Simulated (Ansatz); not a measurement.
Reaction (formal exchange of groups at a C–C bond): `O=C[CH2][GeH3]` + `[GaH3]` → `[GaH2][CH2][GeH3]` + `C=O`

Isolated molecules relaxed with PBE0-D4/def2-TZVP in Ansatz; ΔE leaves out vibrations. CCSD(T)/CBS is the MP2 limit (def2-TZVPP, def2-QZVPP) plus CCSD(T) − MP2 in def2-TZVPP, frozen cores. This one scheme is used for every species. DFT in def2-TZVPP. B3LYP here is the variant with VWN-RPA as its local correlation; programs differ in this. For Ga, Ge outer-core shells are correlated without core-valence functions, which leaves a few kJ/mol of doubt a bond. Scalar relativity is left out up to krypton. Each species was taken in one conformer, which may not be the lowest.

```json
{"level": "ωB97X-V", "ΔE (eV)": "0.02"}
{"level": "ωB97M-V", "ΔE (eV)": "0.00"}
{"level": "B3LYP", "ΔE (eV)": "0.03"}
{"level": "CCSD(T)/def2-TZVPP", "ΔE (eV)": "-0.09"}
```

(1) What does CCSD(T)/CBS give? (An estimate is asked.)

Largest T1 diagnostic among the species: 0.015.

Answers

(1) Computed: -0.11 eV. The listed levels differ from it by 0.13, 0.11, 0.14, 0.02 eV.

In def2-TZVPP, CCSD(T) changes the Hartree–Fock value by −0.13 eV (the triples alone add −0.01 eV) and MP2 by −0.14 eV.
